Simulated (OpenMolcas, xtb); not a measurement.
How methods differ on InNH4 (SMILES [NH2][InH2])

The species is InNH4 (6 atoms), meant as a singlet with charge 0. SMILES: `[NH2][InH2]`. The coordinates come from a PBE0-D4/def2-TZVP relaxation.

Each level gives the electronic atomisation energy (eV). The values are calculated. Electronic energies at fixed atoms, without zero-point motion or spin-orbit coupling.

| level | kind | program | value (eV) | less CCSD(T)/def2-SVP | CPU time (all runs) |
| --- | --- | --- | --- | --- | --- |
| GFN2-xTB | semi-empirical | xtb | 22.25 | +7.80 | under 2 s |
| GFN0-xTB | semi-empirical | xtb | 24.68 | +10.23 | under 2 s |
| HF/def2-SVP (core potential) | Hartree–Fock | OpenMolcas | 10.15 | -4.30 | 6.8 s |
| SVWN5/def2-SVP (core potential) | LDA | OpenMolcas | 17.83 | +3.38 | 13 s |
| BLYP/def2-SVP (core potential) | GGA | OpenMolcas | 15.23 | +0.78 | 22 s |
| r2SCAN/def2-SVP (core potential) | meta-GGA | OpenMolcas | 15.33 | +0.88 | 27 s |
| M06-2X/def2-SVP (core potential) | hybrid meta-GGA | OpenMolcas | 15.16 | +0.71 | 18 s |
| CCSD(T)/def2-SVP (core potential) | coupled cluster or CI | OpenMolcas | 14.45 | 0.00 | 14 s |

Differences are taken from CCSD(T)/def2-SVP (core potential) for orientation; it has basis-set and higher-order errors of its own. The values span 10.15 to 24.68 eV. The xTB rows lack spin polarisation, so open shells miss the exchange term that lowers them. In the correlated wave-function rows the outer d shell of In is correlated, in sets not made for it. CPU times are rough (shared hosts, several kinds of processor): they show what a rung costs within a factor of a few.
